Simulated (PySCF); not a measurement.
Structure with atom numbers: `[CH3:1]/[C:2]([CH:3]=[O:4])=[CH:5]/[CH:6]=[CH:7]\[SiH2:8][C:9]#[N:10]` (H(Xn): hydrogen on atom n).

Equivalent nuclei averaged, a single conformation, relativity neglected, gas phase. Shielding tensors at PBE0/pcSseg-1 (GIAO); structure optimised with GFN2-xTB; PySCF 2.14.

Shifts are taken against calculated references (same method and geometry level): ¹³C against TMS.

Do the ¹³C shifts follow the atomic charges (in e)? Tabulate both.

Results:


| atoms | hybridisation | δ (ppm) | σ para (ppm) | Hirshfeld | IAO | Mulliken | ESP-fitted |
| --- | --- | --- | --- | --- | --- | --- | --- |
| C3 | sp2 | 192.8 | -254 | +0.12 | +0.24 | +0.33 | +0.40 |
| C6 | sp2 | 152.4 | -223 | -0.03 | -0.10 | -0.06 | -0.31 |
| C5 | sp2 | 148.8 | -225 | -0.03 | -0.12 | -0.01 | -0.15 |
| C2 | sp2 | 147.4 | -224 | +0.01 | -0.02 | -0.46 | +0.16 |
| C7 | sp2 | 126.9 | -200 | -0.13 | -0.44 | -0.42 | -0.18 |
| C9 | sp | 124.2 | -202 | -0.03 | -0.16 | -0.21 | +0.18 |
| C1 | sp3 | 21.6 | -83 | -0.12 | -0.42 | -0.13 | -0.63 |

Correlation coefficients of δ with charge over these carbons: Hirshfeld +0.75, IAO +0.79, Mulliken +0.34, ESP-fitted +0.78; with the paramagnetic shielding -0.99. Among the 5 sp2 carbons alone: Hirshfeld +0.95, IAO +0.94, Mulliken +0.87, ESP-fitted +0.74. With so few points, grouped by hybridisation, these coefficients are fragile. Charge is one influence among several: hybridisation and low-lying excitations act through the paramagnetic term.

Shifts are as computed. Against solution values, carbons near 30 ppm lie about +3 ppm off and those near 130 ppm about +5 ppm. Of 1211 compounds with measured shifts, 218 miss one by over three times the rms of a fit or turn the order of signals round; such compounds aren't used in these exercises.
